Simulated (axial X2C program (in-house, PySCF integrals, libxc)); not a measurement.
# Nuclear properties of HfSe⁻

Calculated with an axial X2C code built on PySCF integrals: two-component X2C with atomic mean-field Coulomb and Gaunt terms, Gaussian nuclei, basis Hf dyall-acv3z, Se dyall-acv3z with contracted cores.

R = 2.381 Å (near the PBE0 minimum at charge -1 of the determinant lowest at the starting distance; the state shown can have its own minimum elsewhere).

Determinant lowest in the PBE0 search, Ω = 3/2 (⟨Sz⟩ = -0.48, ⟨Lz⟩ = 1.98 at PBE0), spin on the atoms Hf -0.55, Se 0.07:

| level | Eeff magnitude (GV/cm) | Ws magnitude Hf (kHz) | A∥/gI Hf (MHz) | qzz Hf (a.u.) | A∥/gI Se (MHz) | qzz Se (a.u.) |
| --- | --- | --- | --- | --- | --- | --- |
| PBE0 | 12 | 8.05 | 119 | -3.85 | -6.72 | -1.32 |
| HF | 47.9 | 32.7 | -166 | -3.91 | -20.1 | -1.60 |
| BP86 | 6.45 | 4.4 | 261 | -3.44 | 0.255 | -1.23 |
| B3LYP | 7.22 | 5.11 | 319 | -3.58 | 0.172 | -1.25 |
| PBE50 | 24 | 16.2 | -9.03 | -4.28 | -12 | -1.39 |

Determinant 0.32 eV from it at PBE0 and this distance, Ω = 5/2 (⟨Sz⟩ = 0.50, ⟨Lz⟩ = 2.00 at PBE0), spin on the atoms Hf 0.57, Se -0.07:

```csv
level,Eeff magnitude (GV/cm),Ws magnitude Hf (kHz),A∥/gI Hf (MHz),qzz Hf (a.u.),A∥/gI Se (MHz),qzz Se (a.u.)
PBE0,10.9,4.13,503,-4.14,-0.782,-1.31
HF,30.8,12.1,803,-5.04,-14.7,-1.64
BP86,7.44,2.8,423,-3.80,2.24,-1.22
B3LYP,6.3,2.41,389,-3.86,-3.08,-1.23
PBE50,15.7,6.05,582,-4.54,-5.02,-1.39
```

Eeff is the effective electric field on the electron electric dipole moment in this Ω state and Ws the scalar–pseudoscalar constant of the nucleus named (defined with the proton number Z and per Ω); A∥ (defined per Ω) follows by multiplying with gI = μI/(I μN); qzz is the electric field gradient, eQq0 = 234.96 MHz × Q/barn × qzz. The operators were transformed with the bare-nucleus X2C matrices; with these basis sets, hyperfine constants and field gradients can be off by tens of per cent, and where levels differ in sign neither size nor sign is settled.

(1) With Q(177Hf) = 3.365 barn (Q from Pyykkö, Mol. Phys. 2018), turn the PBE0 values of the first state into constants in MHz.

Each state is one determinant with collinear spin. Unrestricted Hartree–Fock can overshoot spin polarisation at the nuclei. For an anion, determinants above electron detachment, or with a positive highest level, are held by the basis set. Where Eeff spreads by more than a factor of two the levels disagree and none is to be relied on. States lie within half an eV, so the first need not be the ground state. Further determinants of the search, some of them spin-mixed, are not shown. Where a field gradient or hyperfine factor spreads by more than a factor of two over the levels, a constant derived from it is not to be relied on. PBE0 term energies can be off by some tenths of an eV.

## Answers

(1) eQq0(177Hf) = 234.96 × (3.365) × (-3.85) = -3040 MHz.
